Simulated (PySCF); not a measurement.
CH₇AlPb.
Bonds: Al1–C2, C2–Pb3. Hydrogens: H4, H5 on Al1; H6, H7 on C2; H8, H9, H10 on Pb3.

Computed by this run: PBE0-D3(BJ)/def2-SVP geometry optimisation, gas phase, def2 core potentials past Kr in PySCF; density fitting, grid level 1; the optimiser is geomeTRIC in internal coordinates, started from a GFN2-xTB structure with every atom displaced at random (about 0.01 Å).

Step 0: E = -12986.3970 eV
```
atom  x, y, z in Å  |  force x, y, z in eV/Å
Al1     1.5274    0.4050    0.5196   -0.251  -0.232  -0.891
C2      0.5136   -0.8660   -0.6348   -0.467   0.765   0.727
Pb3    -1.3680    0.0312    0.4285    0.227  -0.350  -0.292
H4      2.0404   -0.0203    1.8996    0.282  -0.362   0.727
H5      1.7939    1.8419   -0.0294    0.103   0.356  -0.219
H6      0.3367   -0.7074   -1.7022    0.082   0.256  -0.179
H7      0.4864   -1.9368   -0.4337    0.030  -0.307   0.254
H8     -2.2683   -0.9690    1.5172   -0.070  -0.318   0.234
H9     -2.4990    0.9860   -0.4662   -0.106   0.220  -0.318
H10    -0.5127    1.2145    1.5091    0.170  -0.030  -0.043
```

**Question.** Estimate the geometry and energy of step 1. (The exact step hangs on the optimiser's Hessian estimate; all steps are aligned on step 0, rigid shifts and turns removed.)

**Answer.** E = -12986.5487 eV, largest force 0.270 eV/Å
```
atom  x, y, z in Å  |  force x, y, z in eV/Å
Al1     1.5596    0.4211    0.5015   -0.025   0.030   0.169
C2      0.4285   -0.7941   -0.5497   -0.098  -0.144  -0.173
Pb3    -1.4302   -0.0080    0.4094   -0.232   0.067   0.121
H4      2.1346   -0.0703    1.9111   -0.019   0.017  -0.124
H5      1.8917    1.8575   -0.1018    0.020  -0.045  -0.007
H6      0.3228   -0.6096   -1.6302    0.090  -0.056   0.038
H7      0.4381   -1.8759   -0.3456    0.127   0.050  -0.052
H8     -2.2900   -1.0791    1.5157    0.085   0.073  -0.073
H9     -2.5160    0.9787   -0.5646    0.085  -0.047   0.044
H10    -0.4886    1.1590    1.4619   -0.032   0.056   0.055
```

The energy changes by -0.1516 eV. The first-order estimate −F·Δx gives -0.3392 eV and the mean of the old and new forces, exact on a quadratic surface, -0.1464 eV. The step makes an angle of 60° with the force vector and moves no atom by more than 0.140 Å.

The cost below is that of the whole optimisation. Time: 21 s; peak memory 0.40 GiB. Hardware: AMD EPYC 7R13, one thread, no GPU, shared host with 64 logical CPUs at a one-minute load of 26.
